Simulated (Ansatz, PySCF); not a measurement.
This Ansatz (a program for electronic structure) input computes a r2SCAN/def2-TZVPD energy:

Ansatz 0.2 input:
```yaml
crystal:
  periodic: [false, false, false]
  atoms:
    - {symbol: Si, position_ang: [-0.94874963, 0.07418637, 0.19500858]}
    - {symbol: Si, position_ang: [1.19974854, -0.09381294, -0.24659957]}
    - {symbol: H, position_ang: [-1.72299294, 1.33343391, 0.07154179]}
    - {symbol: H, position_ang: [-1.79099173, -1.05866198, 0.65073216]}
basis:
  gaussian:
    orbitals: def2-TZVPD
hamiltonian:
  xc: {name: r2SCAN}
output: {forces: true}
```

**Question.** Write an input for the same energy in PySCF and say what it gives.

**Answer.** 
```python
from pyscf import gto, scf, dft

mol = gto.M(
    atom='''
    Si   -0.94874963    0.07418637    0.19500858
    Si    1.19974854   -0.09381294   -0.24659957
    H    -1.72299294    1.33343391    0.07154179
    H    -1.79099173   -1.05866198    0.65073216
    ''',
    basis='def2-tzvpd',
    charge=0,
    spin=0,
    verbose=4,
)

mf = dft.RKS(mol, xc='r2scan').density_fit(auxbasis='def2-universal-jkfit')
mf.grids.level = 4
mf.conv_tol = 1e-9
mf.max_cycle = 100
mf.max_memory = 1500
mf.kernel()
if not mf.converged:
    mf = mf.newton()
    mf.kernel(mf.make_rdm1())
mf.analyze()
```
It gives -580.02920 Eh, and Ansatz -580.02911 Eh, a difference of 0.09 mEh, from the treatment of integrals and grids.
